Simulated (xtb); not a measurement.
ZrO2, SMILES [O]=[Zr]=[O], multiplicity 1. All values are semi-empirical tight-binding results from xtb (GFN2-xTB unless named), good for trends rather than for accurate numbers. Coordinates come from a GFN2-xTB optimisation. The multiplicity is an assumed one; other spin states were not compared. The isomer is the one that the SMILES or the coordinates give; other isomers of the formula were not compared.

For metal compounds this method's bond lengths and energies can be far off.

Computed properties:
| Item | Result |
|---|---|
| point group as xtb finds it | C2v |
| orbital gap | 2.07 eV |
| zero-point energy | 2.5 kcal/mol |
| G − E(el) at 298.15 K (modified RRHO) | -14.0 kcal/mol |
